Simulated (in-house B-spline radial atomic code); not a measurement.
P6+: [He] 2s2 (2p1/2)1 (2p3/2)4 (with a hole in an inner shell)

Method: Dirac-Hartree-Fock, average of the jj configuration, Fermi nucleus of rms radius 3.1889 fm. Calculated with an all-electron radial atomic-structure program (B-spline basis).

Z_r = [3n² - l(l+1)]/(2<r>); Z_e = n√(-2ε); the last column is Slater's effective charge. Values are occupation-weighted means over j.

```
shell  electrons   ε (eV)  <r> (bohr)    Z_r    Z_e  Slater
   1s          2  -2318.7      0.1033  14.52  13.05   14.70
   2s          2  -320.49      0.4992  12.02   9.71   11.20
   2p          5  -267.82      0.4585  10.90   8.87   11.20
```

The least bound orbital is 2p3/2 at -267.1 eV, while the most diffuse is 2s1/2 (<r> = 0.4992 bohr against 0.4592 bohr): energy order and size order differ.

For the 1s electron the small component carries 0.284 % of the norm, the zero-frequency Breit interaction raises the level by 1.368 eV, self-energy by 0.6115 eV, and vacuum polarisation lowers it by 0.03921 eV.

The density falls to 0.001 bohr⁻³ at 1.537 bohr; Σ<r²> = 1.9166 bohr² gives, by the non-relativistic formula and without the paramagnetism of open shells, a Langevin diamagnetic susceptibility of -1.518×10⁻⁶ cm³/mol.
